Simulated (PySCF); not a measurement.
# Dipole response of Sc⁺ (scandium, charge +1)

[Ar] 3d2, high-spin 3F determinant (an excited configuration). Computed with PySCF 2.14 in aug-cc-pVTZ-DK (8s7p5d3f2g, 93 functions), with the spin-free X2C one-electron Hamiltonian (Gaussian nucleus). Coupled (time-dependent) response in atomic units; α is the mean over directions.

| method | mean α (bohr³) | C₆ (like pair) | S(−4) |
| --- | --- | --- | --- |
| UHF | 20.70 | 72.46 | 1099 |
| PBE | 34.21 | 121.2 | 4173 |
| PBE0 | 27.85 | 97.92 | 2430 |

S(−4) is the Cauchy moment in α(ω) = α(0) + S(−4) ω² + …

α(iu) at UHF:

```csv
u (hartree),α(iu) (bohr³)
0,20.70
0.0500,18.41
0.100,14.53
0.200,9.740
0.300,7.499
0.500,5.260
0.750,3.795
1.00,2.901
1.50,1.857
2.00,1.280
3.00,0.7001
5.00,0.2952
```

A single London oscillator, α(iu) = α/(1 + u²/ω²), gives C₆ = (3/4) ω α². Matching the computed C₆ needs ω = 4 × 72.46 / (3 × 20.70²) = 0.225 hartree.

For an ion, C₆ is the dispersion term alone; charge-induced terms of lower order in 1/R come first.
